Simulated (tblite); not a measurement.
A tight-binding relaxation on `C[NH][GeH2][c]1ccccc1`.

Computed with GFN2-xTB geometry optimisation, gas phase (tblite 0.8.0). Start geometry: from a force field or distance geometry. A driver script takes a list of jobs; this job's settings line and coordinates (Å) are shown.

Command:
```bash
OMP_NUM_THREADS=1 python probes_run.py task.json out
```

Input:
```
{"job": {"kind": "relax", "xc": "GFN2-xTB", "basis": "xTB"}, "charge": 0, "multiplicity": 1}
C      2.631900    -0.229300     0.825600
N      2.632200    -0.332000    -0.586900
Ge     1.120500    -0.429900    -1.514500
C     -0.479600    -0.009300    -0.534500
C     -1.334100    -1.070800    -0.175200
C     -2.483000    -0.776500     0.528700
C     -2.822400     0.500700     0.919300
C     -1.953100     1.544200     0.576800
C     -0.790800     1.282000    -0.145300
H      2.286900    -1.142700     1.376100
H      2.100300     0.674600     1.186000
H      3.689500    -0.079000     1.157600
H      3.528300    -0.374300    -1.040500
H      1.183000     0.602000    -2.695000
H      1.003900    -1.817000    -2.179400
H     -1.089400    -2.064400    -0.463000
H     -3.121900    -1.627400     0.784800
H     -3.725500     0.689600     1.479900
H     -2.227100     2.562800     0.886800
H     -0.154700     2.107300    -0.390300
```

Output:
```
step      E/eV     max force
  0    -691.06538    2.319
  1    -691.21387    1.071
  2    -691.25651    0.570
  3    -691.27646    0.323
  4    -691.28475    0.320
  5    -691.29246    0.248
  6    -691.29584    0.173
  7    -691.30020    0.198
  8    -691.30510    0.221
  9    -691.31094    0.249
... (112 lines left out)
122    -691.47530    0.019
123    -691.47537    0.021
124    -691.47544    0.019
125    -691.47550    0.023
126    -691.47556    0.021
127    -691.47560    0.017
128    -691.47563    0.015
129    -691.47565    0.012
130    -691.47567    0.011
131    -691.47568    0.010
```

«max force» is the largest atomic force in eV/Å.

From which step on does the largest force stay under 0.1 eV/Å, and how much energy is left to gain from there?

From step 65 (0.088 eV/Å), 9.7 meV above the end.

Summary of the converged run: energy lowered by 9.5 kcal/mol over 131 steps; largest atomic force 0.010 eV/Å at the end.

Where do the atoms end?

0.427 Å rms from the input after alignment:
```
atom  x, y, z in Å
C1     2.7106   -0.3284    0.8222
N2     2.5048    0.1237   -0.5422
Ge3    1.1064   -0.4825   -1.5396
C4    -0.5227   -0.0488   -0.5442
C5    -1.4428   -1.0321   -0.2064
C6    -2.5774   -0.7199    0.5215
C7    -2.8045    0.5862    0.9202
C8    -1.8944    1.5767    0.5891
C9    -0.7631    1.2583   -0.1394
H10    3.1548   -1.3283    0.8881
H11    1.7454   -0.3519    1.3280
H12    3.3601    0.3715    1.3511
H13    3.3876    0.1954   -1.0297
H14    1.2722    0.2603   -2.8377
H15    1.1111   -1.9777   -1.8365
H16   -1.2622   -2.0533   -0.5189
H17   -3.2855   -1.4947    0.7788
H18   -3.6892    0.8319    1.4897
H19   -2.0699    2.5970    0.8997
H20   -0.0466    2.0273   -0.3970
```

How long does this job take on one thread, Arm Neoverse N1 (aarch64), no GPU, shared host with 64 logical CPUs at a one-minute load of 64?

About 1.9 s.
Labels such as C1 count atoms from 1, the log's own numbers from 0.
